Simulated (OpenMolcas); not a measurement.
A calculation on O+.

```yaml
Program: OpenMolcas 26.06
Method: CASSCF
Basis: ANO-RCC-VTZP [4s3p2d1f]
Scalar_Hamiltonian: DKH2, point nucleus
Active_space: 5 electrons in 8 orbitals (2s 2p 3s 3p)
State_averaging: 2S+1 = 4 odd, 1 root; 2S+1 = 2 odd, 8 roots; 2S+1 = 4 even, 3 roots; 2S+1 = 2 even, 9 roots
Spin-orbit_coupling: RASSI with atomic mean-field integrals over the reference wave functions, term energies averaged over their components
```

Which level of the active space comes out lowest?

2s² 2p³ ⁴S°_3/2, with 100 % of that term; it is also the measured ground level.

How high does 2s² 2p³ ²P°_3/2 lie?

39896 cm⁻¹ above the lowest level; measured 40468 cm⁻¹ above the ground level, so the calculation is off by -1 %.

How high does 2s 2p⁴ ⁴P_3/2 lie?

120541 cm⁻¹ above the lowest level; measured 120000 cm⁻¹ above the ground level, so the calculation is off by 0 %.

How high does 2s 2p⁴ ⁴P_5/2 lie?

120407 cm⁻¹ above the lowest level; measured 119837 cm⁻¹ above the ground level, so the calculation is off by 0 %.

Measured values: NIST Handbook of Basic Atomic Spectroscopic Data.

Without dynamic correlation excited terms often stand tens of per cent too high (terms of higher spin than the ground term too low), and those without a measured partner can miss by more than the paired ones. The run also gave levels led by 2s² 2p² 3s, which use shells meant for correlation; these and all levels above them are left out. Measured partners are found by configuration, term and J. A level has none where our copy of the source lacks it or the pairing is in doubt (some pairs that miss far off the trend of their configuration count as doubtful), and it then counts in no deviation. Levels of configurations outside the active space are missing.

° marks odd parity.
